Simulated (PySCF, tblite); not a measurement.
Isomers of C5H11FOSi. Calculated harmonic vibrations of the isolated species, GFN2-xTB (tblite), most abundant isotopes, no scaling. Against measured fundamentals such values can be off by several per cent, at times by over 20. Modes of hydrogen on silicon can be 10 to 20 % off. One conformer each.

Electronic energies: PBE0/pcSseg-1 single points on the GFN2-xTB geometries (PySCF, gas phase).

```json
{"SMILES": "CO[Si@H]1C[C@@](C)(F)C1", "electronic energy, lowest = 0 (kJ/mol)": "103.8"}
{"SMILES": "C/C(=C/F)[SiH2]CCO", "electronic energy, lowest = 0 (kJ/mol)": "235.9"}
{"SMILES": "CCO/C([SiH3])=C\\CF", "electronic energy, lowest = 0 (kJ/mol)": "284.9"}
{"SMILES": "C[C@@H]1COC[C@@H](F)[SiH2]1", "electronic energy, lowest = 0 (kJ/mol)": "202.4"}
{"SMILES": "CCC[SiH2]O/C=C/F", "electronic energy, lowest = 0 (kJ/mol)": "163.6"}
{"SMILES": "CC/C=C/CO[SiH2]F", "electronic energy, lowest = 0 (kJ/mol)": "0.0"}
```

Task: How do GFN2-xTB zero-point energies change the relative energies?

Result: 
```
                     SMILES  ZPE (kJ/mol)  of it from modes above 1550 cm⁻¹  electronic (kJ/mol)  with ZPE, lowest = 0 (kJ/mol)  lowest mode (cm⁻¹)  rings
           CC/C=C/CO[SiH2]F         390.1                             199.4                  0.0                            0.0                 13i      0
    CO[Si@H]1C[C@@](C)(F)C1         395.8                             193.6                103.8                          109.5                  55      1
           CCC[SiH2]O/C=C/F         387.4                             199.5                163.6                          160.9                  34      0
C[C@@H]1COC[C@@H](F)[SiH2]1         394.4                             185.8                202.4                          206.7                  58      1
         C/C(=C/F)[SiH2]CCO         385.0                             201.1                235.9                          230.9                  16      0
         CCO/C([SiH3])=C\CF         378.5                             193.4                284.9                          273.3                  34      0
```

The zero-point energies span 17.3 kJ/mol, from `CCO/C([SiH3])=C\CF` to `CO[Si@H]1C[C@@](C)(F)C1`. Slightly imaginary modes are left out of the zero-point energy: `CC/C=C/CO[SiH2]F` 13.4i cm⁻¹. The order is unchanged.

Task: And how do the electronic energies of GFN2-xTB itself compare?

Result: `CC/C=C/CO[SiH2]F` 0.0; `CO[Si@H]1C[C@@](C)(F)C1` 174.4; `CCC[SiH2]O/C=C/F` 196.1; `C[C@@H]1COC[C@@H](F)[SiH2]1` 272.3; `C/C(=C/F)[SiH2]CCO` 358.7; `CCO/C([SiH3])=C\CF` 331.2 kJ/mol, lowest = 0. Against the energies above, taken from the same isomer `CC/C=C/CO[SiH2]F`, the largest difference is 122.8 kJ/mol.

Task: What do entropy and thermal enthalpy add at 298.15 K and 1 bar (rigid rotor, harmonic oscillator, one conformer each)?

Result: 
```csv
SMILES,point group,symmetry number,S (J/(mol K)),H − H(0) (kJ/mol),ZPE + H − H(0) − TS (kJ/mol)
CO[Si@H]1C[C@@](C)(F)C1,C1,1,414.9,29.48,301.6
CCC[SiH2]O/C=C/F,C1,1,448.7,31.88,285.5
C[C@@H]1COC[C@@H](F)[SiH2]1,C1,1,388.2,26.67,305.3
CCO/C([SiH3])=C\CF,C1,1,444.2,32.06,278.1
```

Not tabulated: `CC/C=C/CO[SiH2]F` (lowest mode only 13i cm⁻¹); `C/C(=C/F)[SiH2]CCO` (lowest mode only 16 cm⁻¹).
